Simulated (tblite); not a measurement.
Species: C₆H₉F₃Si.
Atom-mapped SMILES: `[F:1][C:2]([F:3])=[C:4]([F:5])[CH2:6][SiH2:7][CH:8]1[CH2:9][CH2:10]1` (hydrogens: H11, H12 on C6; H13, H14 on Si7; H15 on C8; H16, H17 on C9; H18, H19 on C10)

Computed with GFN2-xTB (tblite), gas phase: L-BFGS steps from a force-field or distance-geometry start until the largest atomic force falls under 0.01 eV/Å.

Step 8: E = -906.2414 eV
```
atom  x, y, z in Å  |  force x, y, z in eV/Å
F1      3.1988    1.8691    0.3699   -0.040   0.020   0.007
C2      2.5530    0.7243    0.5730   -0.019  -0.014  -0.054
F3      2.4164    0.4879    1.8800   -0.002  -0.014  -0.047
C4      2.0986   -0.1000   -0.3649    0.013   0.024   0.053
F5      2.2895    0.2493   -1.6570   -0.053  -0.059   0.065
C6      1.3898   -1.3752   -0.1283    0.029   0.030   0.017
Si7    -0.4923   -1.3067   -0.5420   -0.012  -0.018  -0.031
C8     -1.3351   -0.0112    0.5269    0.010   0.011  -0.016
C9     -2.6139    0.6124    0.0343    0.027   0.029  -0.006
C10    -1.3670    1.4294    0.0884   -0.026  -0.015  -0.009
H11     1.5237   -1.6521    0.9146    0.009  -0.037  -0.003
H12     1.8499   -2.1431   -0.7497   -0.022   0.005   0.013
H13    -1.0362   -2.6368   -0.2352    0.042   0.019  -0.032
H14    -0.6436   -0.9875   -1.9645    0.021   0.002   0.020
H15    -1.2830   -0.1670    1.5989    0.006   0.018  -0.003
H16    -2.9814    0.3120   -0.9359   -0.018   0.012   0.031
H17    -3.3970    0.8163    0.7496    0.020  -0.006  -0.009
H18    -0.8897    1.6904   -0.8450   -0.008   0.017   0.020
H19    -1.2903    2.1976    0.8443    0.023  -0.022  -0.015
```

Step 9: E = -906.2421 eV
```
atom  x, y, z in Å  |  force x, y, z in eV/Å
F1      3.1972    1.8708    0.3715   -0.033   0.030  -0.002
C2      2.5533    0.7249    0.5734   -0.015   0.000  -0.045
F3      2.4169    0.4886    1.8804   -0.004  -0.021  -0.042
C4      2.0985   -0.0992   -0.3638    0.008  -0.014   0.028
F5      2.2859    0.2446   -1.6574   -0.034  -0.023   0.053
C6      1.3918   -1.3746   -0.1281   -0.037  -0.005   0.025
Si7    -0.4927   -1.3074   -0.5435    0.021   0.005   0.000
C8     -1.3350   -0.0109    0.5261    0.012  -0.002  -0.004
C9     -2.6138    0.6133    0.0344    0.006   0.013  -0.011
C10    -1.3674    1.4297    0.0881   -0.001  -0.001  -0.009
H11     1.5245   -1.6530    0.9142    0.010  -0.038   0.009
H12     1.8487   -2.1441   -0.7499   -0.009   0.022   0.014
H13    -1.0346   -2.6376   -0.2362    0.038   0.013  -0.032
H14    -0.6427   -0.9868   -1.9654    0.019   0.002   0.014
H15    -1.2832   -0.1654    1.5987    0.010   0.012  -0.017
H16    -2.9821    0.3118   -0.9352   -0.016   0.017   0.030
H17    -3.3969    0.8160    0.7502    0.022  -0.003  -0.009
H18    -0.8892    1.6912   -0.8447   -0.013   0.016   0.016
H19    -1.2890    2.1973    0.8445    0.018  -0.022  -0.016
```

Q: Estimate the geometry and energy of step 10. (The exact step hangs on the optimiser's Hessian estimate; all steps are aligned on step 9, rigid shifts and turns removed.)

A: E = -906.2427 eV, largest force 0.083 eV/Å
```
atom  x, y, z in Å  |  force x, y, z in eV/Å
F1      3.1953    1.8726    0.3726   -0.029   0.035  -0.012
C2      2.5533    0.7256    0.5731   -0.009   0.017  -0.020
F3      2.4171    0.4886    1.8798   -0.005  -0.023  -0.025
C4      2.0984   -0.0991   -0.3625   -0.004  -0.044   0.002
F5      2.2826    0.2406   -1.6567   -0.019   0.005   0.021
C6      1.3926   -1.3742   -0.1273   -0.070  -0.032   0.031
Si7    -0.4926   -1.3077   -0.5446    0.039   0.024   0.022
C8     -1.3345   -0.0108    0.5254    0.003   0.004  -0.008
C9     -2.6137    0.6141    0.0344    0.012  -0.002  -0.002
C10    -1.3677    1.4300    0.0876    0.010  -0.010  -0.003
H11     1.5252   -1.6545    0.9141    0.007  -0.038   0.022
H12     1.8477   -2.1445   -0.7498    0.000   0.030   0.011
H13    -1.0327   -2.6379   -0.2376    0.031   0.003  -0.030
H14    -0.6417   -0.9863   -1.9658    0.018   0.003   0.004
H15    -1.2831   -0.1639    1.5982    0.014   0.005  -0.018
H16    -2.9829    0.3120   -0.9341   -0.018   0.015   0.011
H17    -3.3964    0.8158    0.7505    0.016   0.002   0.001
H18    -0.8891    1.6921   -0.8442   -0.010   0.018  -0.003
H19    -1.2877    2.1966    0.8443    0.015  -0.012  -0.005
```

The energy changes by -0.0006 eV. The first-order estimate −F·Δx gives -0.0008 eV and the mean of the old and new forces, exact on a quadratic surface, -0.0006 eV. The step makes an angle of 51° with the force vector and moves no atom by more than 0.005 Å.

What follows is the cost of the whole relaxation. Time: 1.3 s wall. Hardware: an Arm Neoverse N1 with one thread, shared host with 64 logical CPUs at a one-minute load of 60.
